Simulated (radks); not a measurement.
Exchange energies: the exact (Fock) value of the Kohn-Sham orbitals and density-functional approximations, in hartree. Species: Ga+ [Ar] 3d10 4s2; Be3+ 1s1; Cs [Xe] 6s1; B2+ [He] 2s1; Sr2+ [Kr]. Calculated with a radial shooting solver on a logarithmic mesh with Libxc functionals: non-relativistic Kohn-Sham, exchange-only B88, spin-polarised, spherical densities, point nucleus. Every spin shell is full or empty, so the densities are truly spherical. Functionals are evaluated on that one density, not self-consistently.

exact: Ga+ -73.1432; Be3+ -1.24519; Cs -184.005; B2+ -3.22077; Sr2+ -101.622
LDA: Ga+ -69.026; Be3+ -1.0686; Cs -175.38; B2+ -2.7907; Sr2+ -96.086
PBE: Ga+ -73.049; Be3+ -1.2204; Cs -183.21; B2+ -3.1805; Sr2+ -101.18
PBEsol: Ga+ -71.398; Be3+ -1.1673; Cs -179.95; B2+ -3.0411; Sr2+ -99.077
revPBE: Ga+ -73.204; Be3+ -1.2386; Cs -183.44; B2+ -3.2234; Sr2+ -101.36
PW86: Ga+ -73.461; Be3+ -1.2421; Cs -183.56; B2+ -3.2367; Sr2+ -101.59
B86b: Ga+ -73.418; Be3+ -1.2322; Cs -183.97; B2+ -3.2096; Sr2+ -101.65
G96: Ga+ -73.571; Be3+ -1.2410; Cs -184.64; B2+ -3.2180; Sr2+ -101.94
revTPSS: Ga+ -72.777; Be3+ -1.2457; Cs -182.27; B2+ -3.2290; Sr2+ -100.77
SCAN: Ga+ -73.461; Be3+ -1.2458; Cs -184.26; B2+ -3.2189; Sr2+ -101.87
MS2: Ga+ -73.045; Be3+ -1.2460; Cs -182.86; B2+ -3.2358; Sr2+ -101.15
TASK: Ga+ -71.361; Be3+ -1.2458; Cs -179.94; B2+ -3.1764; Sr2+ -99.203
MVS: Ga+ -73.279; Be3+ -1.2459; Cs -184.09; B2+ -3.2153; Sr2+ -101.66
